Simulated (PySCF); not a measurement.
Ligand exchange on a metal centre used in film growth or etching (Hf OH-SH). All species are isolated molecules in the gas phase. One relaxed conformer stands for each flexible species; it need not be the lowest.

The HOMO from two functionals at the same geometries (r2SCAN-D4/def2-SVP), both in PySCF: PBE-D3(BJ)/def2-TZVP and B3LYP-D3(BJ)/def2-TZVP. B3LYP has the VWN-RPA correlation part, as in Gaussian. 

```
species                                   PBE-D3(BJ)/def2-TZVP (eV)
----------------------------------------  -------------------------
1 of 4 OH replaced by SH                                      -5.70
3 of 4 OH replaced by SH ([Hf(OH)(SH)3])                      -6.30
4 of 4 OH replaced by SH ([Hf(SH)4])                          -6.74
```

Problem. What does B3LYP-D3(BJ)/def2-TZVP give for each?

Solution. 
- 1 of 4 OH replaced by SH: -6.67
- 3 of 4 OH replaced by SH ([Hf(OH)(SH)3]): -7.22
- 4 of 4 OH replaced by SH ([Hf(SH)4]): -7.67
Over these rows, drawn at random from the members with no instability flagged (it was tested for open shells, ions and some series alone), PBE minus B3LYP-D3(BJ): mean +0.94 eV, from +0.92 eV to +0.97 eV.
